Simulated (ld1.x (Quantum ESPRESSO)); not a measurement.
What one change does to a pseudopotential (lead (Pb), TM)

```json
{"Element": "lead", "Generator": "ld1.x (Quantum ESPRESSO) 7.5", "Type": "norm-conserving Troullier–Martins (Kleinman–Bylander form)", "Functional": "Wu–Cohen", "Relativity": "fully relativistic", "Frozen core": "[Xe] 4f14 5d10", "Valence charge": "4", "Reference configuration": "6s2 6p1 (charge +1)", "Partial waves": "6p (bound): rc 2.10 bohr; 6d channel at -0.2 Ry: rc 1.70 bohr; 6s (bound): rc 1.75 bohr", "Local potential": "the s channel", "Core correction": "Bessel-smoothed model core inside 1.25 bohr"}
```

Open shells are filled in proportion to 2j + 1 (rel_dist='average').

Change: all radii but the core radius scaled by about 1.30 (s 2.28, p 2.72, d 2.20 bohr).

Cutoffs: the cutoffs (Ry, on a coarse ladder) from which the occupation-weighted sum of valence levels, in a spherical-Bessel basis at the reference potential, stays within 10 and 1 mRy of its value at 400 Ry; they do not see the model core or the augmentation charge, which bear on the density cutoff. Errors are all-electron minus pseudo energies relative to the spin-unpolarised reference configuration.

**Question.** How do hardness, ghosts and transferability respond?

**Answer.** The potential gets softer (25 Ry and 50 Ry → 21 Ry and 30 Ry); both files keep a bound ghost (d); of the 7 tests that both files solve, the error grows in 1 and shrinks in 0 by more than 15 % and 0.3 meV (median size 20.3 → 20.3 meV). A larger radius leaves more room for a smooth pseudo-wave, so fewer plane waves are needed.

| quantity | base | changed |
| --- | --- | --- |
| cutoff, loose | 25 Ry | 21 Ry |
| cutoff, tight | 50 Ry | 30 Ry |
| loose cutoff by channel (10 mRy a level) | p 12 Ry, s 21 Ry | p 8 Ry, s 18 Ry |
| bound ghosts | d3/2, d5/2 | d3/2, d5/2 |
| error for 6s2 6p2, meV [ΔE -6.71 eV] | -15 | -15 |
| error for 6s2 6p0, meV [ΔE 13.61 eV] | -50 | -50 |
| error for 6s1 6p0, meV [ΔE 46.11 eV] | -459 | -459 |
| error for 6s2 6p1.5, meV [ΔE -4.16 eV] | -5.5 | -5.5 |
| error for 6s2 6p2.3, meV [ΔE -7.55 eV] | -20 | -20 |
| error for 6s1 6p2, meV [ΔE 9.42 eV] | -34 | -37 |
| error for 6s1 6p3, meV [ΔE 1.89 eV] | -16 | -19 |

 A true bound ghost makes a file unfit for plane-wave use even where its test errors are small: the radial tests pick states by their node count and pass the ghost by.
